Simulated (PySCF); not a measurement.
1-hydroxysiletane (C₃H₈OSi), SMILES O[SiH]1CCC1.

The structure is a stationary point at PBE-D3(BJ)/def2-SVP. Other conformers were not sampled.

Calculation: PBE-D3(BJ)/def2-SVP (PySCF 2.14.0).

Frequencies are harmonic and unscaled.

Computed normal modes with their intensities:
```
mode  ν (cm⁻¹)  IR (km/mol)  moving atoms (share of kinetic energy)
----  --------  -----------  --------------------------------------
1           80         80.4                          H 66 %, O 24 %
2          120          3.8         H 39 %, C 30 %, O 21 %, Si 10 %
3          249          7.9         H 47 %, C 19 %, O 18 %, Si 16 %
4          264          8.7         H 46 %, Si 23 %, O 16 %, C 16 %
5          434          1.0         C 44 %, H 24 %, Si 18 %, O 14 %
6          551          5.8                          H 87 %, C 11 %
7          642         24.9                 H 50 %, C 32 %, Si 17 %
8          646         20.3                 C 42 %, H 37 %, Si 21 %
9          703        121.5                                  H 91 %
10         775        102.4                 H 71 %, Si 15 %, C 13 %
11         797         32.8                  H 39 %, C 34 %, O 21 %
12         823         78.6         H 46 %, O 29 %, C 13 %, Si 11 %
13         868         45.0                  H 66 %, C 22 %, Si 9 %
14         883         11.5                          H 48 %, C 45 %
15         930          3.3                                  H 98 %
16         940         10.9                          C 66 %, H 33 %
17         946         97.0         H 39 %, Si 26 %, C 25 %, O 10 %
18        1020          0.1                          H 73 %, C 27 %
19        1107         40.2                          H 54 %, C 44 %
20        1164          2.4                          H 71 %, C 29 %
21        1189          2.8                          H 80 %, C 20 %
22        1236          1.3                          H 77 %, C 23 %
23        1357          7.2                           H 91 %, C 9 %
24        1378          6.6                           H 91 %, C 9 %
25        1416          1.2                           H 91 %, C 9 %
26        2115        174.2                                  H 97 %
27        2974         37.5                                  H 95 %
28        2997         11.7                                  H 94 %
29        2998          3.5                                  H 94 %
30        3027         17.0                          H 90 %, C 10 %
31        3072         11.9                          H 90 %, C 10 %
32        3074         11.3                           H 91 %, C 9 %
33        3781         86.3                                  H 94 %
```
